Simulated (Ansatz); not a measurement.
Si₃Se₃. Charge 0, multiplicity 3. Geometry PBE-D4/def2-SVPD, that of the charge -1 doublet; atoms count from 1.

```xyz
6

Si   -0.2111    1.6730    1.2006
Si   -0.5578    0.2603   -2.5050
Si    0.3484   -0.5878    0.9816
Se    1.0124   -1.9317    2.5502
Se   -0.7570    2.0704   -1.0401
Se    0.1652   -1.4842   -1.1873
```

At PBE0-D4/def2-TZVPD a singlet of charge 0 lies 0.84 eV below the triplet at the same geometry. The structure comes from a short search, and lower isomers may exist.

Q: Estimate the Mulliken populations from the PBE0/def2-TZVPD orbitals of Ansatz.

A: 
```csv
atom,charge (e),spin (α − β)
Si1,-0.10,0.72
Si2,0.02,0.17
Si3,0.61,0.25
Se4,-0.30,0.86
Se5,-0.05,-0.07
Se6,-0.17,0.07
```
Mulliken values depend strongly on the basis. With diffuse functions, as here, like atoms can get unlike values, and bond orders can come out too low or too high.

Q: Where does the spin sit?

A: Summed by element: Si 1.14, Se 0.86, of 2 unpaired in all. Largest on single atoms: Se4 0.86, Si1 0.72, Si3 0.25.

Q: And the Mayer bond orders between heavy atoms (over 0.3)?

A: Si1–Si3 0.94 (2.34 Å); Si1–Se5 1.03 (2.34 Å); Si2–Se5 1.04 (2.34 Å); Si2–Se6 1.10 (2.30 Å); Si3–Se4 1.25 (2.17 Å); Si3–Se6 0.88 (2.35 Å).
